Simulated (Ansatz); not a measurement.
In₁₀N₁₁H₂₈⁺, a nanocrystal cut from wurtzite InN (hydrogen-capped): single points at one geometry.

```yaml
crystal:
  periodic: [false, false, false]
  atoms:
    - {symbol: In, position_ang: [0.197323, -2.137012, -3.360147]}
    - {symbol: N, position_ang: [-1.474512, -0.846014, -4.050759]}
    - {symbol: N, position_ang: [0.181341, -1.843639, -1.237459]}
    - {symbol: In, position_ang: [-1.708899, -0.984636, -0.534324]}
    - {symbol: In, position_ang: [0.171047, -2.064854, 2.313893]}
    - {symbol: N, position_ang: [-1.511294, -0.872541, 1.614045]}
    - {symbol: N, position_ang: [0.174646, -1.761149, 4.484047]}
    - {symbol: In, position_ang: [-1.758484, -1.018340, 5.357681]}
    - {symbol: In, position_ang: [-1.753568, 1.246567, -3.356578]}
    - {symbol: N, position_ang: [-1.505533, 1.082620, -1.234417]}
    - {symbol: In, position_ang: [-1.698788, 1.179824, 2.317180]}
    - {symbol: N, position_ang: [-1.431397, 1.027656, 4.486757]}
    - {symbol: N, position_ang: [1.874144, -0.847173, -4.036895]}
    - {symbol: In, position_ang: [2.071767, -0.976196, -0.520747]}
    - {symbol: N, position_ang: [1.850402, -0.893273, 1.614438]}
    - {symbol: In, position_ang: [2.158542, 1.247765, -3.345662]}
    - {symbol: N, position_ang: [0.202301, 2.052573, -4.033593]}
    - {symbol: N, position_ang: [1.879790, 1.084594, -1.232970]}
    - {symbol: In, position_ang: [0.193341, 2.282454, -0.517516]}
    - {symbol: In, position_ang: [2.018032, 1.160566, 2.439360]}
    - {symbol: N, position_ang: [0.156260, 2.046472, 1.617355]}
    - {symbol: H, position_ang: [0.199924, -3.683650, -4.097285]}
    - {symbol: H, position_ang: [-2.339757, -1.345132, -3.810290]}
    - {symbol: H, position_ang: [-1.479301, -0.847615, -5.076981]}
    - {symbol: H, position_ang: [0.183729, -2.801072, -0.856683]}
    - {symbol: H, position_ang: [-3.088308, -1.779265, -1.215747]}
    - {symbol: H, position_ang: [0.102726, -3.728392, 1.850847]}
    - {symbol: H, position_ang: [-2.343605, -1.352517, 1.984689]}
    - {symbol: H, position_ang: [0.435842, -2.635624, 4.950285]}
    - {symbol: H, position_ang: [0.913544, -1.096199, 4.739066]}
    - {symbol: H, position_ang: [-2.985441, -1.723832, 4.365430]}
    - {symbol: H, position_ang: [-1.554900, -0.902807, 7.057940]}
    - {symbol: H, position_ang: [-3.091488, 2.024616, -4.091472]}
    - {symbol: H, position_ang: [-2.332424, 1.564002, -0.852057]}
    - {symbol: H, position_ang: [-3.172900, 1.955390, 1.856865]}
    - {symbol: H, position_ang: [-2.055660, 1.692057, 4.954930]}
    - {symbol: H, position_ang: [-0.484891, 1.332266, 4.740737]}
    - {symbol: H, position_ang: [1.889617, -0.852805, -5.063050]}
    - {symbol: H, position_ang: [2.735620, -1.347587, -3.785478]}
    - {symbol: H, position_ang: [3.439090, -1.777453, -1.222934]}
    - {symbol: H, position_ang: [2.686972, -1.370494, 1.978047]}
    - {symbol: H, position_ang: [3.494780, 2.019183, -4.088784]}
    - {symbol: H, position_ang: [0.204234, 2.070891, -5.059715]}
    - {symbol: H, position_ang: [0.201085, 3.048327, -3.780123]}
    - {symbol: H, position_ang: [2.696252, 1.554830, -0.815515]}
    - {symbol: H, position_ang: [0.184583, 3.868261, -1.217420]}
    - {symbol: H, position_ang: [1.762701, 1.010948, 4.158508]}
    - {symbol: H, position_ang: [3.348515, 1.928344, 1.630277]}
    - {symbol: H, position_ang: [0.163012, 3.009088, 1.982224]}
basis:
  gaussian: {orbitals: def2-SVP, fitting: {mean_field: def2-universal-jkfit}, initial_orbitals: start.molden}
total_charge: 1
hamiltonian: {xc: pbe0, dispersion: d4}
scf: {omitted_lower_state_checks: [starts]}
output: {orbitals: {seedname: orbitals}}
```

The file start.molden holds the orbitals of an earlier run on this structure, at another level or in another basis.

```sh
$ ansatz run in.yaml --threads 2 --pin off --events-out ev --progress --plain --max-ram 32768MiB --backend cuda --devices 0, --max-vram 18GiB
```

It prints (some lines left out):

```
Functional definition: PBE0
  name "PBE0"
  cite "Adamo & Barone, J. Chem. Phys. 110, 6158 (1999) doi:10.1063/1.478522"
  cite "Perdew, Burke & Ernzerhof, Phys. Rev. Lett. 77, 3865 (1996) doi:10.1103/PhysRevLett.77.3865"
  parent pbe
  parameter a = 0.25
  parameter kappa = 0.804
  parameter beta = 0.06672455060314922
  exchange = (1 - a)*pbe_x(kappa = kappa, mu = beta*pi^2/3) + a*exact_x
  correlation = pbe_c(beta = beta)
these checks for a lower state are left out or cut short: starts
3531 factors; integrals over basis functions are off by at most 3.3e-1 eV
mean field evaluation 1: about -68557.6099 eV, gradient 8.2e0 eV
mean field evaluation 2: about -68557.7779 eV, gradient 1.5e-1 eV
mean field evaluation 4: about -68557.7810 eV, gradient 2.1e-4 eV
mean field -68557.78103133 eV, -2519.4519827684 hartree, gradient 1.3e-5 eV, S^2 0.000000; 0 other end points of the search recorded, 0 dependent functions left out
reference -68557.78112931 eV, -2519.4519863692 hartree; 157, 157 occupied and 397, 397 virtual orbitals, 3531 factors
Total energy: -68560.39658793 eV, -2519.5481027005 hartree
Checks for a lower state left out: starts
```

Run time 12 s (2 threads of AMD EPYC 7R13 on a shared host and a share (18 GiB) of an NVIDIA H100 80GB HBM3), peak host memory 1.1 GiB.

As the first input, with `hamiltonian: {xc: r2scan, dispersion: d4}`, `output: {forces: true, orbitals: {seedname: orbitals}}` (abridged; 17 s):

```
Functional definition: r2SCAN
mean field -68587.92887256 eV, -2520.5598954985 hartree, gradient 1.2e-5 eV, S^2 0.000000
Total energy: -68588.75195357 eV, -2520.5901431679 hartree
Atom 0 force    -0.003429    -0.002044     0.012655 eV/Å
Atom 1 force     0.003602     0.002020    -0.000039 eV/Å
Atom 2 force     0.003159     0.000590    -0.005619 eV/Å
Atom 3 force    -0.000565    -0.000515    -0.001567 eV/Å
Atom 4 force    -0.008970    -0.005005    -0.000473 eV/Å
Atom 5 force     0.005961     0.003437    -0.002631 eV/Å
Atom 6 force    -0.004330    -0.004436    -0.001321 eV/Å
Atom 7 force     0.002232     0.001009     0.000472 eV/Å
Atom 8 force    -0.003055    -0.001713     0.012183 eV/Å
Atom 9 force     0.001748     0.002685    -0.005601 eV/Å
Atom 10 force    -0.009039    -0.005400    -0.000470 eV/Å
Atom 11 force    -0.006085    -0.001110    -0.001119 eV/Å
Atom 12 force    -0.000200     0.002095    -0.003645 eV/Å
Atom 13 force    -0.004737    -0.001671     0.000636 eV/Å
Atom 14 force     0.006406     0.004564    -0.007041 eV/Å
Atom 15 force    -0.001608    -0.000542     0.008084 eV/Å
Atom 16 force     0.001764    -0.001187    -0.003428 eV/Å
Atom 17 force     0.002335     0.001332    -0.006130 eV/Å
Atom 18 force    -0.003427    -0.002589     0.000412 eV/Å
Atom 19 force     0.003088     0.001356    -0.003608 eV/Å
Atom 20 force     0.006782     0.003303    -0.006571 eV/Å
Atom 21 force     0.000381    -0.000063    -0.002209 eV/Å
Atom 22 force     0.000419     0.000174    -0.001569 eV/Å
Atom 23 force    -0.002965    -0.001831     0.002102 eV/Å
Atom 24 force    -0.001252     0.000415    -0.001479 eV/Å
Atom 25 force    -0.001569    -0.000864    -0.001614 eV/Å
Atom 26 force     0.000835     0.002727     0.001510 eV/Å
Atom 27 force     0.006172     0.003432     0.004817 eV/Å
Atom 28 force     0.002033     0.001541     0.002600 eV/Å
Atom 29 force     0.002173     0.009519    -0.002724 eV/Å
Atom 30 force     0.000423     0.000114     0.000768 eV/Å
Atom 31 force    -0.002773    -0.001657    -0.001459 eV/Å
Atom 32 force     0.000173     0.000465    -0.002096 eV/Å
Atom 33 force    -0.000232    -0.001393    -0.001455 eV/Å
Atom 34 force     0.002878    -0.000653     0.001522 eV/Å
Atom 35 force     0.002293     0.000660     0.002212 eV/Å
Atom 36 force     0.009452    -0.002843    -0.002679 eV/Å
Atom 37 force     0.001799    -0.000824     0.003663 eV/Å
Atom 38 force    -0.001116     0.001314     0.001002 eV/Å
Atom 39 force     0.003737    -0.000853    -0.000750 eV/Å
Atom 40 force    -0.002415    -0.003716     0.001344 eV/Å
Atom 41 force     0.000218     0.000058    -0.001741 eV/Å
Atom 42 force     0.000358     0.001889     0.003696 eV/Å
Atom 43 force     0.000796    -0.001661     0.000849 eV/Å
Atom 44 force     0.000784     0.000496    -0.002571 eV/Å
Atom 45 force     0.001158     0.003631    -0.000720 eV/Å
Atom 46 force    -0.006729    -0.003288     0.007663 eV/Å
Atom 47 force    -0.004426    -0.002603     0.002775 eV/Å
Atom 48 force    -0.004238    -0.000363     0.001362 eV/Å
Dipole moment:     0.090218     0.053389    -1.453231 e Å
Checks for a lower state left out: starts
```

First input, but with `hamiltonian: {xc: {name: r2SCANh}, dispersion: d4}` (abridged; 13 s):

```
Functional definition: r2SCANh
mean field -68583.28682490 eV, -2520.3893033935 hartree, gradient 1.2e-5 eV, S^2 0.000000
Total energy: -68584.19885537 eV, -2520.4228198953 hartree
Checks for a lower state left out: starts
```

The first input with `hamiltonian: {xc: {name: r2SCAN0}, dispersion: d4}` (abridged; 16 s):

```
Functional definition: r2SCAN0
mean field -68576.53375074 eV, -2520.1411324957 hartree, gradient 2.0e-5 eV, S^2 0.000000
Total energy: -68577.54525156 eV, -2520.1783044650 hartree
Checks for a lower state left out: starts
```

Geometry: r2SCAN-D4/def2-SVP.

In the def2 sets In takes a core potential; there is no spin–orbit coupling. Single mean-field runs in def2-SVP are fitted with def2-universal-jkfit.
